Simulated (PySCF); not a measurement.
Polarisability of `Fc1cccc[o+]1`

Species: C5H4FO (charge +1).
Atom-mapped SMILES: `[F:1][c:2]1[cH:3][cH:4][cH:5][cH:6][o+:7]1` (hydrogens: H8 on C3; H9 on C4; H10 on C5; H11 on C6)

Structure used (GFN2-xTB), in Å, numbered top down from 1:
```
atom  x, y, z in Å
F1     2.5549   -0.9089   -0.1508
C2     1.3285   -0.4932   -0.0807
C3     0.9817    0.8450   -0.0131
C4    -0.3741    1.1396    0.0578
C5    -1.3072    0.0941    0.0598
C6    -0.8398   -1.1957   -0.0114
O7     0.4494   -1.4597   -0.0796
H8     1.7489    1.6057   -0.0170
H9    -0.7039    2.1680    0.1111
H10   -2.3674    0.2891    0.1156
H11   -1.4655   -2.0813   -0.0177
```

Level: PBE0/def2-SVPD (PySCF), static field, nuclei fixed, core orbitals frozen in the response. The polarisability tensor in these axes (au):

```
x   68.53  0.44 -1.63
y    0.44 60.41  1.09
z   -1.63  1.09 31.73
```

Task: Give the principal values, the mean and the anisotropy Δα = √{½[(α1 − α2)² + (α2 − α3)² + (α1 − α3)²]}.

Result: Principal values 31.61, 60.43 and 68.62 au; mean 53.56 au = 7.94 Å³ = 8.83 × 10⁻⁴⁰ C²·m²/J; Δα = 33.67 au (63 % of the mean).

Task: Rayleigh depolarisation ratio (linearly polarised light, static tensor)?

Result: ρ = 3Δα²/(45ᾱ² + 4Δα²) = 3400.4/(129069 + 4533.9) = 0.0255.

Task: Form Σ f/ω² (atomic units) for the 6 lowest TDDFT singlets, given as eV and f, and set it beside the mean polarisability, which is this sum over all singlets: 5.16, 0.1526; 6.38, 0.0001; 6.45, 0.0019; 7.37, 0.0001; 7.57, 0.5114; 8.01, 0.0010.

Result: They add up to 10.90 au, 20.4 % of the 53.56 au; the largest single term is 6.60 au, from the state at 7.57 eV. Terms in order: 4.25, 0.00, 0.03, 0.00, 6.60, 0.01 au. Higher excitations give the rest. The strengths listed sum to 0.667.

Task: What are the principal values of the traceless quadrupole moment, Θ = ½Σq(3rr − r²1), about the centre of nuclear charge?

Result: -12.80, 3.58, 9.22 D·Å. The values depend on the origin, since the species is charged. The electronic extent ⟨r²⟩ about the same centre is 591 bohr², a root-mean-square distance of 1.82 Å for the 50 electrons.

Task: Along which axes do the principal values lie, and how far do the nuclei extend along each?

Result: Largest value along (1.00, 0.05, -0.04), where the nuclei span 4.87 Å; middle along (-0.05, 1.00, 0.04), 4.21 Å; least along (0.04, -0.04, 1.00), 0.00 Å. The response follows the extents in order.

Geometry: GFN2-xTB; no solvent, vibrations or thermal averaging.
